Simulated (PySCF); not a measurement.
Si(H)2(OH)(SiH3) (H6OSi2), SMILES O[SiH2][SiH3].

Geometry optimised at PBE0-D3(BJ)/def2-SVP. One conformer was computed; it need not be the lowest.

Level of theory: PBE0-D3(BJ)/def2-SVP run with PySCF.

Frequencies are harmonic and unscaled.

```csv
mode,ν (cm⁻¹),IR (km/mol),moving atoms (share of kinetic energy)
1,107,1.3,"H 86 %, O 8 %"
2,145,7.5,"H 36 %, O 35 %, Si 29 %"
3,224,134.9,"H 82 %, O 16 %"
4,355,17.3,H 96 %
5,416,5.4,"Si 75 %, H 22 %"
6,510,12.6,"H 69 %, Si 28 %"
7,604,8.7,"H 77 %, Si 21 %"
8,726,53.0,H 96 %
9,821,154.7,"H 50 %, O 40 %, Si 10 %"
10,835,443.2,"H 90 %, Si 10 %"
11,896,25.3,"H 70 %, O 20 %, Si 10 %"
12,907,32.1,"H 69 %, Si 22 %, O 10 %"
13,930,39.8,H 97 %
14,931,24.0,H 95 %
15,950,111.6,"H 88 %, Si 9 %"
16,2192,119.3,H 97 %
17,2210,62.2,H 98 %
18,2220,71.6,H 96 %
19,2229,104.5,H 96 %
20,2254,111.3,H 97 %
21,3933,100.8,H 94 %
```
